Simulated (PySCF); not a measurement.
Choosing a molecule for a target property.

Each SMILES stands for a single optimised conformer of the isolated species, non-relativistic unless stated; the electronic structure was computed with PySCF and density fitting.

The conformers computed, where there is a choice (atom-mapped SMILES and torsion angles):
- `[CH2:1]=[C:2]([CH3:3])[P:4]([CH3:5])[C:6]([F:7])([F:8])[F:9]`: C1–C2–P4–C5 30°, C2–P4–C6–F7 79°
- `[CH3:1][O:2][CH2:3][CH2:4][C@@:5]1([C:6]#[N:7])[O:8][C@@H:9]1[F:10]`: C1–O2–C3–C4 81°, O2–C3–C4–C5 65°, C3–C4–C5–C6 77°
- `[CH3:1][C:2]#[C:3][CH2:4][Si@@H:5]([CH3:6])[NH:7][CH3:8]`: C3–C4–Si5–C6 62°, C4–Si5–N7–C8 60°
- `[CH2:1]=[CH:2][C@H:3]([CH3:4])[N:5]([SiH3:6])[CH:7]=[CH2:8]`: C1–C2–C3–C4 -8°, C2–C3–N5–Si6 -127°, C3–N5–C7–C8 169°

**Question.** Wanted: dipole moment below 4 D (PBE0/pcSseg-1) and HOMO–LUMO gap below 6.4 eV (PBE0/pcSseg-1), at GFN2-xTB geometries. Which candidate meets both?
A. `CC#CC[Si@@H](C)NC`
B. `COCC[C@@]1(C#N)O[C@@H]1F`
C. `C=C(C)P(C)C(F)(F)F`
D. `C=CN([C@@H](C)C=C)[SiH3]`

**Answer.** D. Computed values:
```csv
species,dipole moment,HOMO–LUMO gap
CC#CC[Si@@H](C)NC,0.99 D,7.75 eV
C=CN([C@@H](C)C=C)[SiH3],1.37 D,5.93 eV
C=C(C)P(C)C(F)(F)F,2.22 D,6.84 eV
COCC[C@@]1(C#N)O[C@@H]1F,5.76 D,7.90 eV
```
